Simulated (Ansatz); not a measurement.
```xyz
7

B    -0.4383    0.3653    1.1077
B     0.1041   -0.1645   -0.3695
O    -0.2976   -1.1551   -1.1738
Br    1.6176    0.9819   -0.8892
H    -1.2439    1.2460    1.1894
H     0.0486   -0.0361    2.1240
H     0.2096   -1.2376   -1.9886
```

The species carries charge 0 and has multiplicity 1.

Task: List the r2SCAN/def2-TZVPP orbital energies in eV (Ansatz 0.2.0). (Estimate.)

Result: The calculation gave: Occupied: -13122.09, -1695.31, -1526.06, -1526.02, -1526.01, -517.07, -234.96, -182.03, -180.59, -175.16, -175.00, -174.99, -69.01, -68.96, -68.96, -68.84, -68.84, -27.93, -20.38, -15.33, -13.28, -11.67, -10.19, -10.12, -8.84, -7.98, -7.81, -7.33. Lowest empty: -2.60, -1.08, 0.54, 1.30, 2.44, 3.15, 3.64, 3.76.
